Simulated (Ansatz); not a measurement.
Basis-set series for `[NH2][Ga]([SiH3])[BH]F`. Total charge 0; spin multiplicity 1. The geometry is a stationary point of PBE0-D4/def2-TZVP. It is one conformer, not always the lowest.

```json
{"functional": "PBE0-D4", "basis": "def2-TZVPP", "functions": "267", "energy (Eh)": "-2396.97060", "HOMO (eV)": "-6.98", "LUMO (eV)": "-1.63"}
{"functional": "PBE0-D4", "basis": "def2-QZVPP", "functions": "510", "energy (Eh)": "-2397.03403", "HOMO (eV)": "-7.01", "LUMO (eV)": "-1.68"}
{"functional": "ωB97M-V", "basis": "def2-TZVPP", "functions": "267", "energy (Eh)": "-2397.34248", "HOMO (eV)": "-9.00", "LUMO (eV)": "0.25"}
{"functional": "ωB97M-V", "basis": "def2-QZVPP", "functions": "510", "energy (Eh)": "-2397.40370", "HOMO (eV)": "-9.04", "LUMO (eV)": "0.13"}
```

**Question.** Give the rows for def2-SVP. (An estimate is asked.)

**Answer.** Ansatz gave: 
| functional | basis | functions | energy (Eh) | HOMO (eV) | LUMO (eV) |
| --- | --- | --- | --- | --- | --- |
| PBE0-D4 | def2-SVP | 122 | -2396.40351 | -6.92 | -1.47 |
| ωB97M-V | def2-SVP | 122 | -2396.76937 | -8.91 | 0.53 |

Positive LUMOs are unbound and depend on the basis. Scalar relativity is left out up to krypton.
